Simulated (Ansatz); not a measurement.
`O=C=NB(F)F` + H₂O → `OB(F)F` + `N=C=O` at 298.15 K and 1 bar (formal hydrolysis of a B–N bond).

Computed with Ansatz on PBE0-D4/def2-TZVP structures; ΔE is electronic, products minus reactants. CBS: MP2 limit from def2 TZ/QZ plus the TZ coupled-cluster correction, frozen cores. This one scheme is used for every species. Each species was taken in one conformer, which may not be the lowest.

```
     species  CCSD(T)/CBS energy (Eh)  H − E (kJ/mol)  S (J/(mol·K))
`O=C=NB(F)F`               -392.46591            79.6          321.3
         H₂O                -76.37941            66.4          188.7
    `OB(F)F`               -300.33752            77.6          272.4
     `N=C=O`               -168.51995            67.5          238.3
```

H − E and S are ideal-gas, rigid-rotor, harmonic terms from PBE0-D4/def2-TZVP, for one conformer and one mirror image of each species. 1 Eh = 2625.50 kJ/mol, R = 8.31446 J/(mol·K).

Task: By hand: ΔE, ΔH, ΔS and ΔG.

Result: ΔE = (-300.33752) + (-168.51995) − (-392.46591) − (-76.37941) = -0.01215 Eh = -31.9 kJ/mol. Δ(H − E) = 77.6 + 67.5 − 79.6 − 66.4 = -0.9, so ΔH = -32.8 kJ/mol. ΔS = 272.4 + 238.3 − 321.3 − 188.7 = 0.7 J/(mol·K). ΔG = -32.8 − 298.15 × (0.7)/1000 = -33.0 kJ/mol.

Task: By hand: the equilibrium constant, and the temperature at which ΔG would vanish if ΔH and ΔS stayed fixed.

Result: log₁₀ K = −ΔG/(RT ln 10) = 5.8. ΔH and −TΔS have one sign here, so there is no such temperature. One of them is within its doubt of zero, so this could turn.

The number of gas molecules stays the same, so ΔS is small and ΔH decides. A doubt of 5 kJ/mol in ΔE shifts log₁₀ K by 0.9 here. Other conformers and mirror images would add mixing entropy, several J/(mol·K) or more a flexible species. These are equilibria of isolated gas molecules and say nothing of rates. Largest T1 diagnostic: 0.018 (customary marks: 0.02 for closed shells, 0.045 for open ones).
